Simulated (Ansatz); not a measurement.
`C[SiH2]C#N` from Hartree–Fock to CCSD(T)

| atom | x (Å) | y (Å) | z (Å) |
| --- | --- | --- | --- |
| C1 | 0.296 | 0.489 | 1.122 |
| Si2 | -0.639 | -0.268 | -0.294 |
| C3 | 0.524 | -0.507 | -1.720 |
| N4 | 1.263 | -0.646 | -2.592 |
| H5 | 0.712 | 1.458 | 0.837 |
| H6 | 1.116 | -0.160 | 1.435 |
| H7 | -0.370 | 0.638 | 1.975 |
| H8 | -1.727 | 0.606 | -0.792 |
| H9 | -1.176 | -1.611 | 0.029 |

The species carries charge 0 and has multiplicity 1. The geometry is a stationary point of PBE0-D4/def2-TZVP. Frozen core, restricted reference, Ansatz. CBS rows extrapolate triple and quadruple zeta; past MP2 they add the triple-zeta difference.

```tsv
basis	HF (Eh)	MP2 corr.	CCSD corr.	(T)	CCSD(T) total
def2-SVP	?	-0.52075	-0.55930	?	?
def2-TZVPP	-422.10560	?	-0.66875	-0.03025	?
def2-QZVPP	?	-0.67896	–	–	–
CBS(def2)	-422.12227	-0.71033	-0.74247	as TZ	-422.89499
```

Question: Fill in the withheld values. (Best estimate.)

Answer: Computed: def2-SVP HF (Eh): -421.84671; def2-SVP (T): -0.01984; def2-SVP CCSD(T) total: -422.42585; def2-TZVPP MP2 corr.: -0.63661; def2-TZVPP CCSD(T) total: -422.80460; def2-QZVPP HF (Eh): -422.12025.
